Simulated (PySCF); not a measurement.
## SbCl⁺: from constants to spectrum

UHF-CCSD(T) constants of SbCl⁺, ²Π (doublet), unpaired electrons π ↑ (PySCF, scalar-relativistic core potentials, basis sets Sb def2-SVP with ECP28, Cl def2-SVP; masses 120.9038 and 34.9689 u):

- ωe: 433.4 cm⁻¹
- ωexe: 1.32 cm⁻¹
- Be: 0.1185 cm⁻¹
- αe: 0.000462 cm⁻¹
- De to Sb⁺ + Cl: 2.93 eV

What force constant and bond length do these constants imply?

Reduced mass μred = 27.124 u; k = 5.8918×10⁻⁷·μred·ωe² (u, cm⁻¹, mdyn/Å) = 3.00 mdyn/Å; Re = √(16.8576/(μred·Be)) (u, cm⁻¹, Å) = 2.290 Å.

Estimate the centrifugal constant D from the Kratzer relation and find the Dunham coefficient a1.

D = 4Be³/ωe² = 3.54e-08 cm⁻¹; a1 = −1 − αeωe/(6Be²) = -3.38.

Correlated steps freeze 9 core orbitals. Correlated levels converge slowly with the basis: in double zeta they bind strong bonds too weakly, by up to about 1 eV, and carry superposition errors of some tenths. Spin–orbit coupling is left out, which matters for elements this heavy, above all for dissociation energies. For an ion De counts to the pair picked by the measured ionisation energies or electron affinities, which need not be the lowest pair at this level. The state was picked by a PBE0 search and need not be the measured ground state.
